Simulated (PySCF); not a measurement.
# How methods differ on the interval between two levels of Sr

Sr [Kr] 5s2 → Sr [Kr] 5s1 6s1 [3S1, M_J = 1], as a difference of total energies. All numbers are calculated (PySCF 2.14, the two-component X2C-1e Hamiltonian, in x2c-TZVPall-2c with one added diffuse shell each of s, p, d type (9s10p8d1f, 86 functions)). Correlated levels: [Ar] 3d10 frozen; the 6 highest virtual spinors dropped. "Screened" scales the spin-orbit matrix elements by Boettger's factors to mimic the two-electron term; Breit and QED terms are absent.

```json
{"method": "GHF (screened spin-orbit)", "interval between two levels (cm⁻¹)": "22777"}
{"method": "GMP2 (screened spin-orbit)", "interval between two levels (cm⁻¹)": "28197"}
```

Errors of the correlated levels include the incompleteness of this basis and the frozen core.

For comparison: 29039 cm⁻¹ (measured; NIST Handbook of Basic Atomic Spectroscopic Data (Sansonetti and Martin, J. Phys. Chem. Ref. Data 34, 1559 (2005))).
